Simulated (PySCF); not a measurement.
PySCF input file for Mo(O)(NH)(Cl)(Br) (BrClHMoNO), SMILES [Cl][Mo]([Br])(=[O])=[NH], multiplicity 1, C-PCM-M06-2X/def2-SVP. The structure is a stationary point at PBE0-D3(BJ)/def2-SVP. The multiplicity is an assumed one; no other spin state was optimised. The structure was generated by enumeration; whether it is a known compound was not checked. The def2 effective core potentials stand for the cores of Mo; spin–orbit coupling is left out.

```python
import numpy as np
from pyscf import gto, scf, dft
from pyscf.solvent import pcm

mol = gto.M(
    atom='''
    Mo    0.33923427    0.06042326   -0.46173242
    O     1.99002346    0.04280691   -0.28766212
    N    -0.04832218   -0.94430586   -1.79326267
    H     0.32194801   -1.55449374   -2.52367783
    Cl   -0.36811975    2.16581059   -0.93368909
    Br   -0.68267669   -0.90098222    1.50409398
    ''',
    basis='def2-SVP',
    ecp={'Mo': 'def2-svp'},
    charge=0,
    spin=0,
    max_memory=1600,
    verbose=3,
)
mf = dft.RKS(mol, xc='m06-2x').density_fit(auxbasis='def2-universal-jkfit')
mf.grids.level = 4
mf.conv_tol = 1e-9
mf.max_cycle = 100
mf.kernel()
res = {}
for name, eps in {'water': 78.355, 'N,N-dimethylformamide': 37.219, 'n-hexane': 1.8819}.items():
    s = mf.PCM()
    s.with_solvent.method, s.with_solvent.eps, s.with_solvent.lebedev_order = 'C-PCM', eps, 29
    s.kernel(mf.make_rdm1())
    res[name] = (s.e_tot, eps, s.dip_moment(), s.mo_energy, s.converged)
    print(f'{name}: electrostatic solvation free energy {(s.e_tot - mf.e_tot) * 627.509474:.3f} kcal/mol')
```

Log of the run:

```
converged SCF energy = -3232.57166310337

WARN: PCM is an experimental feature. It is still in testing.
Features and APIs may be changed in the future.

converged SCF energy = -3232.58027947029
Dipole moment(X, Y, Z, Debye): -0.10587, -1.93360, -2.26025
water: electrostatic solvation free energy -5.407 kcal/mol

WARN: PCM is an experimental feature. It is still in testing.
Features and APIs may be changed in the future.

converged SCF energy = -3232.58013641273
Dipole moment(X, Y, Z, Debye): -0.10528, -1.92390, -2.24711
N,N-dimethylformamide: electrostatic solvation free energy -5.317 kcal/mol

WARN: PCM is an experimental feature. It is still in testing.
Features and APIs may be changed in the future.

converged SCF energy = -3232.57544287291
Dipole moment(X, Y, Z, Debye): -0.09128, -1.63527, -1.86415
n-hexane: electrostatic solvation free energy -2.372 kcal/mol
```

The run converged.
